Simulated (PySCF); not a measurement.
# IrO₂⁻: from structure and modes to constants

These are results of PySCF, B3LYP, basis Ir def2-SVPD with ECP60, O def2-SVPD (scalar-relativistic core potentials, no spin–orbit coupling, density fitting), not measurements.

The singlet minimum has D∞h symmetry. Masses (u): Ir 192.96292, O 15.99492.

```xyz
3
charge -1 multiplicity 1, angstrom
Ir    0.0000    0.0000    0.0000
O     0.0000    0.0000    1.7280
O     0.0000    0.0000   -1.7280
```

Harmonic wavenumbers (cm⁻¹): 94.6 (πu, ×2), 925.0 (σu+, ×1), 970.8 (σg+, ×1).

(1) Find the principal moments of inertia and the rotational constants. What kind of rotor is it?

(2) What is the harmonic zero-point energy?

## Answers

(1) About the centre of mass I = 95.52 u Å². With B = 16.8576/I this gives 0.1765 cm⁻¹. The molecule is linear.

(2) Half the sum of all 4 wavenumbers, 2085/2 = 1043 cm⁻¹, which is 12.5 kJ/mol (1 cm⁻¹ = 0.0119627 kJ/mol).

Other isomers or separated fragments may lie lower. The lowest empty level of this anion is unbound, so it and the gap depend on the basis. With an element this heavy the missing spin–orbit coupling can shift these numbers.
